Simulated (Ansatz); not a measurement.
Gas-phase electronic energies from Ansatz, PBE0-D4/def2-TZVP geometries. CBS: MP2 limit from def2 TZ/QZ plus the TZ coupled-cluster correction, frozen cores. DFT in def2-TZVPP. For Ge outer-core shells are correlated without core-valence functions, which leaves a few kJ/mol of doubt a bond. Scalar relativity is left out up to krypton.

`B[S][GeH3]` + `FC1C=C1` → `BC1=CC1F` + `[SH][GeH3]`  (formal exchange of groups at a B–S bond)

| level | ΔE (kJ/mol) | difference from CCSD(T)/CBS |
| --- | --- | --- |
| revPBE-D4 | 49.0 | -8.0 |
| r2SCAN-D4 | 48.5 | -8.5 |
| r2SCAN0-D4 | 51.8 | -5.2 |
| BHLYP-D4 | 51.1 | -5.9 |
| CAM-B3LYP-D4 | 49.9 | -7.1 |
| ωB97M-V | 53.4 | -3.6 |
| r2SCAN0 | 51.7 | -5.3 |
| CCSD/def2-SVP | 60.9 | 3.9 |
| HF/def2-QZVPP | 47.8 | -9.2 |
| MP2/def2-QZVPP | 57.7 | 0.7 |
| CCSD(T)/CBS | 57.0 | 0 |

What do rigid-rotor, harmonic-oscillator terms from PBE0-D4/def2-TZVP frequencies (298.15 K, 1 bar) make of the CCSD(T)/CBS value? (Estimate.)

Ansatz gave: ΔZPE = -8.1 kJ/mol, ΔH = +50.3 kJ/mol, ΔS = 2 J/(mol·K), ΔG = +49.5 kJ/mol. Modes under 50 cm⁻¹ make the entropy rough.

Largest T1 diagnostic among the species: 0.014.

From PBE to PBE0 (25 % exact exchange), in def2-TZVPP and without D4, ΔE moves by +3.1 kJ/mol. In def2-TZVPP, CCSD(T) changes the Hartree–Fock value by +8.1 kJ/mol (the triples alone add +1.6 kJ/mol) and MP2 by +9.2 kJ/mol.
